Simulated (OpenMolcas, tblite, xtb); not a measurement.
**C2H4ClSi (SMILES C=C[SiH]Cl): the energy, rung by rung**

C2H4ClSi has 8 atoms, charge 0, and is taken as a doublet. As SMILES, `C=C[SiH]Cl`. The coordinates come from a PBE0-D4/def2-TZVP relaxation.

```xyz
8

C     0.6470    1.0270   -0.6597
C     0.6285   -0.0667    0.1054
Si   -0.9036   -0.6426    0.9471
Cl   -1.0316   -2.6979    0.9413
H    -0.2569    1.5882   -0.8806
H     1.5639    1.4049   -1.1025
H     1.5613   -0.5910    0.3016
H    -2.1163   -0.0791    0.2915
```

Each level gives the energy change with the C1–C2 bond stretched from 1.335 to 2.937 Å (eV). The values are calculated.

| level | kind | program | value (eV) | less CCSD(T)/def2-SVP | CPU time (all runs) |
| --- | --- | --- | --- | --- | --- |
| GFN-FF | force field | xtb | 6.69 | +0.30 | under 2 s |
| GFN2-xTB | semi-empirical | tblite | 6.54 | +0.15 | under 2 s |
| UHF/def2-SVP | Hartree–Fock | OpenMolcas | 5.47 | -0.92 | 21 s |
| USVWN5/def2-SVP | LDA | OpenMolcas | 7.37 | +0.98 | 54 s |
| UBLYP/def2-SVP | GGA | OpenMolcas | 6.41 | +0.02 | 92 s |
| UM06-L/def2-SVP | meta-GGA | OpenMolcas | 6.44 | +0.05 | 1.9 min |
| UB3LYP/def2-SVP | global hybrid | OpenMolcas | 6.63 | +0.24 | 92 s |
| ROCCSD(T)/def2-SVP | coupled cluster or CI | OpenMolcas | 6.39 | 0.00 | 2.4 min |

Differences are taken from ROCCSD(T)/def2-SVP for orientation; it has basis-set and higher-order errors of its own. At this stretch a single reference begins to fail. The first shape isn't each level's own minimum. The values span 5.47 to 7.37 eV. Spin contamination of the reference (⟨S²⟩ at least 0.1 too high) touches UHF/def2-SVP, USVWN5/def2-SVP, UBLYP/def2-SVP, UM06-L/def2-SVP, UB3LYP/def2-SVP. Times are those of the runs behind each value, whatever else they computed, on shared processors of several kinds: orders of magnitude only.
